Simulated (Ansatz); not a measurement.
Ansatz (an electronic-structure program) input file for C₅H₁₄Cl₂GeSi, SMILES C([CH2][Ge]([CH3])([CH3])[CH3])[SiH](Cl)Cl, PBE0-D3(BJ)/def2-SVP. 

Ansatz 0.2 input:
```yaml
crystal:
  periodic: [false, false, false]
  atoms:
    - {symbol: Si, position_ang: [2.34992840, 0.00273767, 0.80065382]}
    - {symbol: Cl, position_ang: [3.17598848, 0.71512304, -0.89905585]}
    - {symbol: Cl, position_ang: [3.01950540, 1.09483981, 2.36834800]}
    - {symbol: C, position_ang: [0.45780519, 0.13622499, 0.68460825]}
    - {symbol: C, position_ang: [-0.11526389, -0.58035556, -0.53768367]}
    - {symbol: Ge, position_ang: [-2.11471299, -0.45792205, -0.63502989]}
    - {symbol: C, position_ang: [-2.67463545, 1.43978299, -0.44100293]}
    - {symbol: C, position_ang: [-2.91328717, -1.53192967, 0.83612396]}
    - {symbol: C, position_ang: [-2.73260365, -1.16429559, -2.38847451]}
    - {symbol: H, position_ang: [2.80270377, -1.37176292, 0.98056114]}
    - {symbol: H, position_ang: [0.00308298, -0.27752738, 1.58695916]}
    - {symbol: H, position_ang: [0.16011703, 1.18755403, 0.64725224]}
    - {symbol: H, position_ang: [0.31191597, -0.15533422, -1.44586610]}
    - {symbol: H, position_ang: [0.17323309, -1.63160217, -0.51948728]}
    - {symbol: H, position_ang: [-3.74561915, 1.53506040, -0.59355212]}
    - {symbol: H, position_ang: [-2.17281402, 2.06825509, -1.17082023]}
    - {symbol: H, position_ang: [-2.44309272, 1.81628860, 0.55101145]}
    - {symbol: H, position_ang: [-2.60880341, -2.57175122, 0.76366393]}
    - {symbol: H, position_ang: [-3.99743398, -1.49350605, 0.78820136]}
    - {symbol: H, position_ang: [-2.60751663, -1.15523596, 1.80760636]}
    - {symbol: H, position_ang: [-3.81587916, -1.12748755, -2.45554316]}
    - {symbol: H, position_ang: [-2.32312421, -0.57813059, -3.20547458]}
    - {symbol: H, position_ang: [-2.42043727, -2.19557318, -2.52210245]}
basis:
  gaussian:
    orbitals: def2-SVP
hamiltonian:
  xc: pbe0
  dispersion: d3bj
relax: {f_tol: 0.002, max_steps: 200}
```

Output:

```
WARN ansatz: RAYON_NUM_THREADS=2 ignored (pool sized by the plan → 2); use --threads N
Functional definition: PBE0
integrals: 0.42 GiB planned
2432 factors; integrals over basis functions are off by at most 4.5e-4 eV
mean field: 2.26 GiB planned
mean field evaluation 1: about -94796.5188 eV, gradient 8.1e1 eV
mean field evaluation 2: about -94792.1035 eV, gradient 8.9e1 eV
mean field evaluation 4: about -94811.9130 eV, gradient 3.1e0 eV
mean field evaluation 8: about -94811.9550 eV, gradient 1.2e-1 eV
mean field evaluation 16: about -94811.9550 eV, gradient 9.7e-6 eV
mean field -94811.95501242 eV, -3484.2750808551 hartree, gradient 9.7e-6 eV, S^2 0.000000; 0 other end points of the search recorded, 0 dependent functions left out
the calculation of the forces begins
reference -94811.95505149 eV, -3484.2750822910 hartree; 62, 62 occupied and 164, 164 virtual orbitals, 2432 factors
relax step   1: F+E_penalty+E_count = -94812.57880928 eV  Δ(F+E_penalty+E_count) = +0.000e0 eV  max|allowed force component| = 1.499e0 eV/Å  Δτ_max = 0.0000 Å  (28 SCF iters, accepted)
these checks for a lower state are left out or cut short: starts, cluster_reference, orbital_swaps, neighbouring_geometries, increment
integrals: 0.42 GiB planned
2432 factors; integrals over basis functions are off by at most 4.9e-4 eV
mean field: 2.26 GiB planned
mean field -94812.10106312 eV, -3484.2804481194 hartree, gradient 5.3e-6 eV, S^2 0.000000; 0 other end points of the search recorded, 0 dependent functions left out
the calculation of the forces begins
reference -94812.10110189 eV, -3484.2804495443 hartree; 62, 62 occupied and 164, 164 virtual orbitals, 2432 factors
relax step   2: F+E_penalty+E_count = -94812.72868774 eV  Δ(F+E_penalty+E_count) = -1.499e-1 eV  max|allowed force component| = 3.431e-1 eV/Å  Δτ_max = 0.0598 Å  (28 SCF iters, accepted)
these checks for a lower state are left out or cut short: starts, cluster_reference, orbital_swaps, neighbouring_geometries, increment
integrals: 0.42 GiB planned
2432 factors; integrals over basis functions are off by at most 4.7e-4 eV
mean field: 2.26 GiB planned
mean field -94812.10973853 eV, -3484.2807669347 hartree, gradient 8.4e-5 eV, S^2 0.000000; 0 other end points of the search recorded, 0 dependent functions left out
the calculation of the forces begins
reference -94812.10977721 eV, -3484.2807683562 hartree; 62, 62 occupied and 164, 164 virtual orbitals, 2432 factors
relax step   3: F+E_penalty+E_count = -94812.73960607 eV  Δ(F+E_penalty+E_count) = -1.092e-2 eV  max|allowed force component| = 1.330e-1 eV/Å  Δτ_max = 0.0287 Å  (26 SCF iters, accepted)
these checks for a lower state are left out or cut short: starts, cluster_reference, orbital_swaps, neighbouring_geometries, increment
integrals: 0.42 GiB planned
2432 factors; integrals over basis functions are off by at most 4.8e-4 eV
mean field: 2.26 GiB planned
mean field evaluation 32: about -94812.1114 eV, gradient 1.4e-3 eV
mean field -94812.11135934 eV, -3484.2808264983 hartree, gradient 7.1e-6 eV, S^2 0.000000; 0 other end points of the search recorded, 0 dependent functions left out
the calculation of the forces begins
reference -94812.11139802 eV, -3484.2808279199 hartree; 62, 62 occupied and 164, 164 virtual orbitals, 2432 factors
relax step   4: F+E_penalty+E_count = -94812.74102144 eV  Δ(F+E_penalty+E_count) = -1.415e-3 eV  max|allowed force component| = 2.037e-2 eV/Å  Δτ_max = 0.0099 Å  (24 SCF iters, accepted)
these checks for a lower state are left out or cut short: starts, cluster_reference, orbital_swaps, neighbouring_geometries, increment
integrals: 0.42 GiB planned
2432 factors; integrals over basis functions are off by at most 4.8e-4 eV
mean field: 2.26 GiB planned
mean field -94812.11160357 eV, -3484.2808354739 hartree, gradient 2.1e-5 eV, S^2 0.000000; 0 other end points of the search recorded, 0 dependent functions left out
the calculation of the forces begins
reference -94812.11164226 eV, -3484.2808368955 hartree; 62, 62 occupied and 164, 164 virtual orbitals, 2432 factors
relax step   5: F+E_penalty+E_count = -94812.74123560 eV  Δ(F+E_penalty+E_count) = -2.142e-4 eV  max|allowed force component| = 1.264e-2 eV/Å  Δτ_max = 0.0084 Å  (22 SCF iters, accepted)
these checks for a lower state are left out or cut short: starts, cluster_reference, orbital_swaps, neighbouring_geometries, increment
integrals: 0.42 GiB planned
2432 factors; integrals over basis functions are off by at most 4.7e-4 eV
mean field: 2.26 GiB planned
[...]
reference -94812.11581968 eV, -3484.2809904130 hartree; 62, 62 occupied and 164, 164 virtual orbitals, 2432 factors
relax step  12: F+E_penalty+E_count = -94812.74499219 eV  Δ(F+E_penalty+E_count) = -2.601e-4 eV  max|allowed force component| = 3.458e-2 eV/Å  Δτ_max = 0.0472 Å  (28 SCF iters, accepted)
these checks for a lower state are left out or cut short: starts, cluster_reference, orbital_swaps, neighbouring_geometries, increment
integrals: 0.42 GiB planned
2432 factors; integrals over basis functions are off by at most 4.5e-4 eV
mean field: 2.26 GiB planned
mean field -94812.11577999 eV, -3484.2809889542 hartree, gradient 5.1e-6 eV, S^2 0.000000; 0 other end points of the search recorded, 0 dependent functions left out
the calculation of the forces begins
reference -94812.11581882 eV, -3484.2809903813 hartree; 62, 62 occupied and 164, 164 virtual orbitals, 2432 factors
relax step  13: F+E_penalty+E_count = -94812.74510628 eV  Δ(F+E_penalty+E_count) = -1.141e-4 eV  max|allowed force component| = 2.761e-2 eV/Å  Δτ_max = 0.0247 Å  (28 SCF iters, accepted)
these checks for a lower state are left out or cut short: starts, cluster_reference, orbital_swaps, neighbouring_geometries, increment
integrals: 0.42 GiB planned
2432 factors; integrals over basis functions are off by at most 4.4e-4 eV
mean field: 2.27 GiB planned
mean field evaluation 96: about -94812.0994 eV, gradient 7.8e-1 eV
mean field -94812.11573335 eV, -3484.2809872405 hartree, gradient 1.6e-5 eV, S^2 0.000000; 0 other end points of the search recorded, 0 dependent functions left out
the calculation of the forces begins
reference -94812.11577217 eV, -3484.2809886671 hartree; 62, 62 occupied and 164, 164 virtual orbitals, 2432 factors
relax step  14: F+E_penalty+E_count = -94812.74521177 eV  Δ(F+E_penalty+E_count) = -1.055e-4 eV  max|allowed force component| = 1.811e-2 eV/Å  Δτ_max = 0.0172 Å  (23 SCF iters, accepted)
these checks for a lower state are left out or cut short: starts, cluster_reference, orbital_swaps, neighbouring_geometries, increment
integrals: 0.42 GiB planned
2432 factors; integrals over basis functions are off by at most 4.4e-4 eV
mean field: 2.26 GiB planned
mean field -94812.11577525 eV, -3484.2809887802 hartree, gradient 1.3e-5 eV, S^2 0.000000; 0 other end points of the search recorded, 0 dependent functions left out
the calculation of the forces begins
reference -94812.11581407 eV, -3484.2809902066 hartree; 62, 62 occupied and 164, 164 virtual orbitals, 2432 factors
relax step  15: F+E_penalty+E_count = -94812.74523376 eV  Δ(F+E_penalty+E_count) = -2.199e-5 eV  max|allowed force component| = 7.817e-3 eV/Å  Δτ_max = 0.0065 Å  (23 SCF iters, accepted)
these checks for a lower state are left out or cut short: starts, cluster_reference, orbital_swaps, neighbouring_geometries, increment
integrals: 0.42 GiB planned
2432 factors; integrals over basis functions are off by at most 4.4e-4 eV
mean field: 2.27 GiB planned
mean field -94812.11575654 eV, -3484.2809880927 hartree, gradient 4.7e-5 eV, S^2 0.000000; 0 other end points of the search recorded, 0 dependent functions left out
the calculation of the forces begins
reference -94812.11579535 eV, -3484.2809895190 hartree; 62, 62 occupied and 164, 164 virtual orbitals, 2432 factors
relax step  16: F+E_penalty+E_count = -94812.74524859 eV  Δ(F+E_penalty+E_count) = -1.483e-5 eV  max|allowed force component| = 4.949e-3 eV/Å  Δτ_max = 0.0027 Å  (20 SCF iters, accepted)
these checks for a lower state are left out or cut short: starts, cluster_reference, orbital_swaps, neighbouring_geometries, increment
integrals: 0.42 GiB planned
2432 factors; integrals over basis functions are off by at most 4.4e-4 eV
mean field: 2.26 GiB planned
mean field -94812.11576031 eV, -3484.2809882310 hartree, gradient 3.7e-5 eV, S^2 0.000000; 0 other end points of the search recorded, 0 dependent functions left out
the calculation of the forces begins
reference -94812.11579912 eV, -3484.2809896573 hartree; 62, 62 occupied and 164, 164 virtual orbitals, 2432 factors
relax step  17: F+E_penalty+E_count = -94812.74525266 eV  Δ(F+E_penalty+E_count) = -4.065e-6 eV  max|allowed force component| = 3.177e-3 eV/Å  Δτ_max = 0.0025 Å  (20 SCF iters, accepted)
these checks for a lower state are left out or cut short: starts, cluster_reference, orbital_swaps, neighbouring_geometries, increment
integrals: 0.42 GiB planned
2432 factors; integrals over basis functions are off by at most 4.4e-4 eV
mean field: 2.26 GiB planned
mean field -94812.11577096 eV, -3484.2809886224 hartree, gradient 8.2e-6 eV, S^2 0.000000; 0 other end points of the search recorded, 0 dependent functions left out
the calculation of the forces begins
reference -94812.11580976 eV, -3484.2809900485 hartree; 62, 62 occupied and 164, 164 virtual orbitals, 2432 factors
relax step  18: F+E_penalty+E_count = -94812.74525609 eV  Δ(F+E_penalty+E_count) = -3.429e-6 eV  max|allowed force component| = 1.940e-3 eV/Å  Δτ_max = 0.0049 Å  (22 SCF iters, accepted)
integrals: 0.42 GiB planned
2432 factors; integrals over basis functions are off by at most 4.4e-4 eV
mean field: 2.26 GiB planned
mean field evaluation 128: about -94812.0999 eV, gradient 7.7e-1 eV
mean field -94812.11577096 eV, -3484.2809886224 hartree, gradient 8.2e-6 eV, S^2 0.000000; 1 other end points of the search recorded, 0 dependent functions left out
the calculation of the forces begins
reference -94812.11580976 eV, -3484.2809900485 hartree; 62, 62 occupied and 164, 164 virtual orbitals, 2432 factors
Total energy: -94812.74529489 eV, -3484.3041232003 hartree
Atom 0 at     2.292220    -0.019638     0.786175 Å, force    -0.000472     0.001940    -0.000066 eV/Å
Atom 1 at     3.046697     1.071639    -0.800239 Å, force    -0.000030    -0.000043     0.000604 eV/Å
Atom 2 at     2.982214     0.809472     2.548739 Å, force    -0.000266    -0.000718    -0.001299 eV/Å
Atom 3 at     0.431344     0.045232     0.736350 Å, force     0.001127    -0.000729    -0.000569 eV/Å
Atom 4 at    -0.150761    -0.540934    -0.551946 Å, force    -0.001016    -0.000215    -0.000393 eV/Å
Atom 5 at    -2.116182    -0.442041    -0.648133 Å, force    -0.000295     0.000505     0.000477 eV/Å
Atom 6 at    -2.659301     1.434680    -0.550472 Å, force     0.000191    -0.000218    -0.000315 eV/Å
Atom 7 at    -2.878808    -1.428492     0.860098 Å, force    -0.000149     0.000487    -0.001183 eV/Å
Atom 8 at    -2.712286    -1.228032    -2.335975 Å, force     0.000390     0.000316     0.000726 eV/Å
Atom 9 at     2.842300    -1.395524     0.682340 Å, force     0.000630    -0.000660     0.000533 eV/Å
Atom 10 at     0.063352    -0.489964     1.629839 Å, force    -0.000590    -0.000602     0.001009 eV/Å
Atom 11 at     0.137292     1.100429     0.872275 Å, force    -0.000140     0.001265     0.000265 eV/Å
Atom 12 at     0.257508    -0.012421    -1.429917 Å, force     0.000463     0.000192    -0.000389 eV/Å
Atom 13 at     0.141855    -1.599120    -0.666859 Å, force     0.000307    -0.000639     0.000073 eV/Å
Atom 14 at    -3.754284     1.522592    -0.615078 Å, force     0.000288     0.000088     0.000279 eV/Å
Atom 15 at    -2.219135     2.011292    -1.378002 Å, force    -0.000212    -0.000230     0.000186 eV/Å
Atom 16 at    -2.337789     1.891169     0.397732 Å, force    -0.000107    -0.000194    -0.000385 eV/Å
Atom 17 at    -2.568620    -2.484069     0.834198 Å, force     0.000174    -0.000906    -0.000018 eV/Å
Atom 18 at    -3.978157    -1.393880     0.826540 Å, force    -0.000422     0.000072    -0.000029 eV/Å
Atom 19 at    -2.555463    -0.996365     1.819063 Å, force     0.000341     0.000287     0.000613 eV/Å
Atom 20 at    -3.808597    -1.183218    -2.419382 Å, force    -0.000198     0.000048    -0.000075 eV/Å
Atom 21 at    -2.280534    -0.686739    -3.191195 Å, force     0.000072     0.000224    -0.000096 eV/Å
Atom 22 at    -2.405810    -2.282615    -2.405252 Å, force    -0.000084    -0.000272     0.000051 eV/Å
Dipole moment:    -0.475883    -0.242740    -0.075290 e Å
```

The run converged.

Cost: roughly 7 core-minutes.
